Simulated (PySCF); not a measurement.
**Nuclear quadrupole coupling in `S=[P@@H]1CCc2ccccc21`**

C8H9PS.
Cartesian coordinates in Å at the GFN2-xTB level; atoms count from 1:
```
atom  x, y, z in Å
S1    -1.9209   -3.0093   -0.8528
P2    -1.4173   -1.5072    0.2461
C3    -2.3094    0.1011    0.0803
C4    -1.3001    1.1836    0.4755
C5     0.0741    0.6811    0.1286
C6     1.1968    1.4660   -0.0618
C7     2.4070    0.8652   -0.3765
C8     2.5059   -0.5115   -0.5056
C9     1.3902   -1.3093   -0.3141
C10    0.1890   -0.7042    0.0108
H11   -1.4567   -1.7300    1.6331
H12   -2.5855    0.1864   -0.9768
H13   -3.2257    0.1297    0.6723
H14   -1.3479    1.3629    1.5538
H15   -1.5131    2.1289   -0.0267
H16    1.1299    2.5408    0.0251
H17    3.2804    1.4803   -0.5346
H18    3.4531   -0.9622   -0.7605
H19    1.4402   -2.3832   -0.4238
```

Field gradients from the PBE0/pcSseg-1 density (PySCF, non-relativistic), principal values in atomic units, ordered |Vxx| ≤ |Vyy| ≤ |Vzz|:

```tsv
atom	Vxx	Vyy	Vzz
S1	-1.0087	-1.3120	2.3207
```

Question: Find the asymmetry η = (Vxx − Vyy)/Vzz and the couplings χ = eQV/h (234.96 MHz × Q in barn × V in au), with Q(33S) = −0.0678 b.

Answer: 
| atom | environment | nucleus | η | χzz (MHz) | χxx (MHz) | χyy (MHz) |
| --- | --- | --- | --- | --- | --- | --- |
| S1 | sulfur bonded to P | 33S | 0.13 | -36.97 | 16.07 | 20.90 |

The tensor is traceless: Vxx + Vyy + Vzz = 0.

Question: What is Vzz at S1 in SI units (1 au = 9.71736 × 10²¹ V/m²)?

Answer: 2.3207 au = 22.551 × 10²¹ V/m².

Question: And the gradient at the other heavy atoms, for which no coupling is worked out here?

Answer: 
```json
{"atom": "P2", "environment": "phosphorus bonded to 2 C, S and H", "Vzz (au)": "-0.277", "η": "0.47"}
{"atom": "C3", "environment": "sp3 carbon bound to phosphorus", "Vzz (au)": "0.101", "η": "0.70"}
{"atom": "C4", "environment": "benzylic-type carbon", "Vzz (au)": "0.079", "η": "0.92"}
{"atom": "C5", "environment": "substituted aromatic carbon", "Vzz (au)": "0.332", "η": "0.29"}
{"atom": "C6", "environment": "aromatic CH carbon", "Vzz (au)": "0.294", "η": "0.19"}
{"atom": "C7", "environment": "aromatic CH carbon", "Vzz (au)": "0.355", "η": "0.13"}
{"atom": "C8", "environment": "aromatic CH carbon", "Vzz (au)": "0.318", "η": "0.12"}
{"atom": "C9", "environment": "aromatic CH carbon", "Vzz (au)": "0.358", "η": "0.07"}
{"atom": "C10", "environment": "substituted aromatic carbon", "Vzz (au)": "0.230", "η": "0.69"}
```

Question: What couplings would deuterons (Q(2H) = 0.00286 b) have in place of the hydrogens, at this geometry?

Answer: 
```
atom  bonded to  bond length (Å)  Vzz (au)     η  χzz (kHz)
 H11         P2            1.405    0.1817  0.00        122
 H12         C3            1.096    0.2950  0.01        198
 H13         C3            1.091    0.3072  0.02        206
 H14         C4            1.094    0.2988  0.01        201
 H15         C4            1.091    0.3040  0.03        204
 H16         C6            1.080    0.3259  0.07        219
 H17         C7            1.080    0.3261  0.06        219
 H18         C8            1.079    0.3275  0.06        220
 H19         C9            1.081    0.3207  0.06        216
```

Geometry: GFN2-xTB, one conformer, isolated molecule. GFN2-xTB bond lengths can be off by several hundredths of an ångström, more for odd bonds, and the gradients follow them. The basis is small and wasn't made for field gradients, so the couplings can be 20 % off.

These values come from a run that also computed NMR shieldings. On Arm Neoverse V1, one thread (shared host), this took 47 s of wall time.
